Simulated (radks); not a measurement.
Values are calculated unless marked as measured or tabulated.
These are the eigenvalues of the occupied orbitals of an atom or ion with whole-number occupations (eV). Code: a radial shooting solver on a logarithmic mesh with Libxc functionals. Model: non-relativistic Kohn-Sham, r2SCAN, spin-polarised, spherical densities, point nucleus; meta-GGA in the generalised Kohn-Sham scheme.

| orbital | eigenvalue |
|---|---|
| 1s | -3527.623 |
| 2s | -362.6324 |
| 2p | -289.8221 |
| 3s | -42.4969 |
| 3p | -25.4795 |

Which element is it, and in what charge state? The configuration may be excited. Open shells, if any, are filled with parallel spins first.

Answer. Z = 19, potassium, charge +1: K+ in [Ar]. The list shows which subshells hold electrons but not how many an open one holds; the 1s level, -129.64 hartree, gives Z - s = 16.1 by -(Z - s)^2/2, which with screening narrows Z to a few neighbours, and the depths of the outer levels then fix element, charge and occupations together.
